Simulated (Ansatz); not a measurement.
As$_{2}$, charge +1, doublet, geometry from GFN2-xTB (a state made from the parent by changing its charge; the spin is typed, not shown lowest); Ansatz (a program for electronic structure) with PBE/STO-3G.

Here is a job for Ansatz.
Ansatz 0.2 input:
```yaml
crystal:
  periodic: [false, false, false]
  atoms:
    - {symbol: As, position_ang: [-0.00000000, -0.00000000, -1.09007048]}
    - {symbol: As, position_ang: [0.00000000, 0.00000000, 1.09007048]}
basis:
  gaussian:
    orbitals: STO-3G
    final_grid: {core_spheres: 14, valence_spheres: 28, degree: 59}
hamiltonian:
  xc: pbe
total_charge: 1
magnetization: {spin_polarized: true, initial_magnetization: 1}
```

What the program printed (banner, timings and long lists left out):

```
Functional definition: PBE
346 factors; integrals over basis functions are off by at most 1.6e-5 eV
mean field evaluation 1: about -120276.8948 eV, gradient 2.2e0 eV
mean field evaluation 2: about -120276.9439 eV, gradient 5.1e-1 eV
mean field evaluation 4: about -120276.9559 eV, gradient 2.9e-2 eV
mean field evaluation 8: about -120276.9559 eV, gradient 6.2e-6 eV
mean field evaluation 16: about -120272.6713 eV, gradient 7.3e-1 eV
mean field evaluation 32: about -120276.7390 eV, gradient 2.8e-1 eV
mean field -120276.95588416 eV, -4420.0966020941 hartree, gradient 6.2e-7 eV, S^2 0.750235; 7 other end points of the search recorded, 0 dependent functions left out
reference -120276.95589896 eV, -4420.0966026377 hartree; 33, 32 occupied and 3, 4 virtual orbitals, 346 factors
Total energy: -120276.95589896 eV, -4420.0966026377 hartree
```
